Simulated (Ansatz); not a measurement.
Species: SiH₂I, charge 0, doublet. SiH2I (SMILES [SiH2]I, doublet).
B3LYP-D3(BJ)/def2-TZVP minimum from Ansatz (a quantum-chemistry and plane-wave program):
```
Si
H 1 1.4853
H 1 1.4853 2 110.24
I 1 2.4544 2 108.61 3 118.89
```
Charge 0, spin multiplicity 2.

Wanted: atomisation energy (electronic, to ground-state atoms), in kcal/mol. Radicals and triplets start from unrestricted determinants; spin-orbit coupling is neglected. Cores are frozen in correlated methods (noble-gas shells, and filled d and f shells in the p block). Past Kr the def2 sets carry scalar-relativistic core potentials. CBS(X,Y): correlation extrapolated as X^-3, Hartree-Fock from the larger set. A bracket is a step between two methods taken in the basis named. Where a partner has so few electrons that a lower coupled-cluster level is exact, that level stands in. Spin-orbit terms, left out, reach several kcal/mol for Br and I, and more for heavier atoms.

CCSD(T)/CBS(def2-TZVPP,def2-QZVPP) + [CCSDT(Q) - CCSD(T)]/def2-TZVPP + [CCSDTQ - CCSDT(Q)]/def2-SVP (Ansatz) gives 216.0 kcal/mol.

Task: What does PBE/def2-TZVPD (Ansatz) give here, and how do the other levels compare?

Result: PBE gives 214.8 kcal/mol, 1.2 kcal/mol below it. Differences of the others: r2SCAN/def2-TZVPD (Ansatz) 3.1; B2PLYP/def2-TZVPD (Ansatz) -5.6; CCSD(T)/CBS(def2-TZVPP,def2-QZVPP) (Ansatz) -0.2 kcal/mol.
